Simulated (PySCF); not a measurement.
# Stationary points of LaSF

Method: PBE0/[La def2-TZVP with ECP46, S def2-TZVP, F def2-TZVP], scalar-relativistic core potentials, density fitting, no spin–orbit coupling, PySCF.

Relaxations began from a few typed shapes. The search is not exhaustive: other isomers or separated fragments can lie lower, and high-lying points may rest on an excited occupation.

| spin | group | bonds | angles | imaginary modes (cm⁻¹) | ΔE (kJ/mol) | ΔE with ZPE (kJ/mol) |
| --- | --- | --- | --- | --- | --- | --- |
| singlet | Cs | La–F 2.139 Å, La–S 2.432 Å | F–La–S 110.8° | none | 0.0 | 0.0 |
| singlet | Cs | La–F 2.138 Å, La–S 2.432 Å | F–La–S 110.6° | none | 0.3 | 0.2 |
| singlet | C∞v | La–F 2.250 Å, La–S 2.483 Å | F–La–S 180.0° | 131i, 131i | 82.7 | – |

The lowest minimum found is the singlet Cs: La–F 2.139 Å, La–S 2.432 Å; F–La–S 110.8°.

Formally La is in oxidation state +3, with 0 electrons left for the f, d and s shells; the Mulliken f population is 0.12.
